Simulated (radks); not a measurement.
The numbers below are computed, except where a source is named.
Task: These are the eigenvalues of the occupied orbitals of an atom or ion with whole-number occupations (Ry). Code: a radial shooting solver on a logarithmic mesh with Libxc functionals. Model: non-relativistic Kohn-Sham, PBE, spin-polarised, spherical densities, point nucleus.

1s up: -4867.116

Which element is it, and in what charge state? The configuration may be excited. Open shells, if any, are filled with parallel spins first.

Result: Z = 70, ytterbium, charge +69: Yb69+ in 1s1. The 1s level, -2433.6 hartree, gives Z - s = 69.8 by -(Z - s)^2/2, which with screening narrows Z to a few neighbours, and with so few levels the electron count can be read from the list.
